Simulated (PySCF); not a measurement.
**Dipole moment and polarisability of `CC(C)[SiH2][GeH3]`**

Species: C3H12GeSi.
Geometry (PBE0-D3(BJ)/def2-SVP, Å), atoms numbered from 1 in this order:
```xyz
17
C3H12GeSi angstrom
C     -0.9334    0.7393    1.4373
C     -0.9731   -0.5503    0.6197
C     -1.7490   -0.3779   -0.6846
Si     0.7739   -1.2333    0.3073
Ge     2.0835    0.2726   -0.9995
H     -0.4059    0.6073    2.3948
H     -1.9530    1.0930    1.6652
H     -0.4243    1.5491    0.8883
H     -1.4743   -1.3301    1.2233
H     -1.8105   -1.3158   -1.2582
H     -1.2786    0.3776   -1.3359
H     -2.7802   -0.0397   -0.4880
H      0.6918   -2.5421   -0.4177
H      1.4761   -1.4674    1.6101
H      1.4270    0.5382   -2.3694
H      3.4914   -0.3000   -1.2530
H      2.2469    1.6313   -0.2885
```

Level: CAM-B3LYP/def2-SVPD (PySCF), static field, nuclei fixed, core orbitals frozen in the response. The polarisability tensor in these axes (au):

```
x   108.03   1.84  -7.16
y     1.84  95.76  -2.67
z    -7.16  -2.67  96.31
```

Task: What are the eigenvalues, a third of the trace, and Δα (Δα² = ½Σ(αi − αj)² over the three pairs)?

Result: Principal values 92.11, 96.08 and 111.92 au; mean 100.04 au = 14.82 Å³ = 16.49 × 10⁻⁴⁰ C²·m²/J; Δα = 18.15 au (18 % of the mean).

Task: What is the dipole moment, and where does it point?

Result: (-1.03, -0.04, 0.42) D, 1.11 D in size, pointing from the negative to the positive side. Measured along this direction, the outermost atoms are H16 at the negative end and H7 and H12 at the positive end.

Task: In a dilute gas of rigid molecules at 273 K, how does the orientational term μ²/3kT compare with the electronic polarisability?

Result: In Gaussian units μ²/3kT = 10.92 Å³ against 14.82 Å³, a ratio of 0.74; the Debye molar polarisation (4π/3)N_A(α + μ²/3kT) is 64.9 cm³/mol, leaving out the vibrational part.

Task: What depolarisation ratio follows for Rayleigh scattering of linearly polarised light, taking the static tensor?

Result: ρ = 3Δα²/(45ᾱ² + 4Δα²) = 988.2/(450324 + 1317.6) = 0.00219.

Task: Find the Langevin capture rate constant for O2+ (31.990 u) meeting this molecule (149.992 u), k = 2.342 × 10⁻⁹ cm³/s × √(α in Å³ / reduced mass in u).

Result: The reduced mass is 26.37 u, so k = 1.76 × 10⁻⁹ cm³/s. The formula leaves out the permanent dipole, which adds to the capture rate.

Task: What molar refraction does this α imply?

Result: Lorentz–Lorenz: R = (4π/3)N_A α = 2.5225 cm³/(mol·Å³) × 14.82 Å³ = 37.4 cm³/mol, in the limit of long wavelengths.

Isolated species at its PBE0-D3(BJ)/def2-SVP geometry (one conformer only). The calculation is non-relativistic, for germanium too.
